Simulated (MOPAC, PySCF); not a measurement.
[Hf(Cl)4], neutral singlet in the gas phase. 

Cartesian coordinates (Å):
```xyz
5

Hf     0.0096     0.0102    -0.0103
Cl     2.1494     0.8600     0.3926
Cl    -1.2505     1.5996    -1.1717
Cl     0.1736    -1.9412    -1.2864
Cl    -1.0334    -0.4747     2.0243
```
Charge 0, spin multiplicity 1.

All levels are single points at this geometry (BP86-D3(BJ)/def2-SVP); Pople sets use spherical d functions. Orbital energies aren't observables, and empty levels follow the basis.

```tsv
level	HOMO (eV)	LUMO (eV)	gap (eV)	dipole (D)	vertical IE, Delta-SCF (eV)
B3LYP-D3(BJ)/def2-TZVP in PySCF	-9.42	-2.45	6.97	0.00	–
PBE-D3(BJ)/def2-TZVP in PySCF	-8.32	-3.05	5.27	0.00	–
TPSSh-D3(BJ)/def2-TZVP in PySCF	-8.99	-2.68	6.31	0.00	–
B3LYP/6-311+G** (LANL2DZ on Hf) in PySCF	-9.56	-3.01	6.55	0.00	–
B3LYP/6-31G* (LANL2DZ on Hf) in PySCF	-9.55	-2.96	6.59	0.00	11.55
B3LYP/LANL2DZ in PySCF	-9.82	-3.25	6.57	0.00	–
BP86/6-31G* (LANL2DZ on Hf) in PySCF	-8.58	-3.60	4.98	0.00	–
M06-2X/6-31G* (LANL2DZ on Hf) in PySCF	-11.17	-2.01	9.15	0.00	–
PBE/6-31G* (LANL2DZ on Hf) in PySCF	-8.47	-3.48	4.99	0.00	–
SVWN5/6-31G* (LANL2DZ on Hf) in PySCF	-8.60	-3.63	4.97	0.00	–
HF/6-31G* (LANL2DZ on Hf) in PySCF	-13.19	0.43	13.62	0.00	13.07
PM6 in MOPAC	-10.91	-2.70	8.21	0.00	–
PM7 in MOPAC	-11.85	-2.46	9.39	0.00	–
```
